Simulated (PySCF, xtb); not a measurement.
BH2O3, SMILES [O]B(O)O (connectivity only; charge and spin as stated), charge -1, multiplicity 1. One conformer was computed; it need not be the lowest.

Harmonic wavenumbers (cm⁻¹) from xtb 6.7.1 with GFN2-xTB at its own minimum, in rising order: 94, 296, 417, 443, 584, 671, 736, 939, 1019, 1624, 3607, 3610.

Question: What does ωB97X-D3(BJ)/def2-SVPD (PySCF) give at its own minimum? (The exact figures need the calculation; the answer reports its results.)

Answer: 47, 419, 475, 482, 692, 785, 838, 1076, 1091, 1634, 3931, 3948. Paired by order, the mean absolute difference is 123 cm⁻¹ and the zero-point energies are 20.1 and 22.0 kcal/mol.
